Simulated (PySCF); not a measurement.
Compound: C6H10ClN.
Atom-mapped SMILES: `[CH2:1]=[CH:2][CH2:3][N:4]([CH3:5])[C:6](=[CH2:7])[Cl:8]` (hydrogens: H9, H10 on C1; H11 on C2; H12, H13 on C3; H14, H15, H16 on C5; H17, H18 on C7)

Method used: PBE0-D3(BJ)/def2-SVP geometry optimisation, gas phase in PySCF.

(1) What internal coordinates does the optimisation give?

Answers

(1) 
| bond | length (pm) |
| --- | --- |
| C1=C2 | 133.3 |
| C2–C3 | 150.3 |
| C3–N4 | 144.9 |
| N4–C5 | 144.5 |
| N4–C6 | 137.5 |
| C6=C7 | 134.5 |
| C6–Cl8 | 175.2 |
| C1–H9 | 109.3 |
| C1–H10 | 109.6 |
| C2–H11 | 109.7 |
| C3–H12, C3–H13 | 110.3 |
| C5–H14, C5–H15 | 109.8 |
| C5–H16 | 110.6 |
| C7–H17 | 108.9 |
| C7–H18 | 108.8 |

Bonds in one row agree within 1 pm and their mean is given. A selection of angles:
| angle | degrees |
| --- | --- |
| C1–C2–C3 | 124.3 |
| C2–C3–N4 | 114.0 |
| C3–N4–C5 | 115.1 |
| C3–N4–C6 | 118.1 |
| C5–N4–C6 | 122.3 |
| N4–C6–C7 | 127.7 |
| N4–C6–Cl8 | 114.5 |
| C7–C6–Cl8 | 117.7 |

Dihedral angles: C1–C2–C3–N4 125° (anticlinal); C2–C3–N4–C5 -71° (synclinal); C3–N4–C6–C7 -8° (synperiplanar). The mirror-image conformer, all signs reversed, is as good.

N4 (enamine nitrogen) has angles 122.3°, 118.1° and 115.1°, sum 355.5°, 0.17 Å off the plane of its three neighbours. Of the pairs four or more bonds apart, Cl8···H15 is among the closest relative to their van der Waals radii: 2.49 Å, 84 % of the sum of Bondi's values. The 3 C–C bonds span 1.333 Å (C1=C2, drawn double) to 1.503 Å (C2–C3, drawn single), a spread of 0.170 Å. The C–N distances run from 1.375 Å (N4–C6, drawn single) to 1.449 Å (C3–N4, drawn single), a spread of 0.074 Å.

Point group: C1 (no symmetry element, even within 0.4 Å). Not checked by PBE0-D3(BJ)/def2-SVP frequencies. The numbers are those of one conformer.

The run took 63 s of wall time on an Arm Neoverse V2 with one thread, no GPU (shared host), and the process peaked at 0.75 GiB of memory. This is the geometry optimisation.
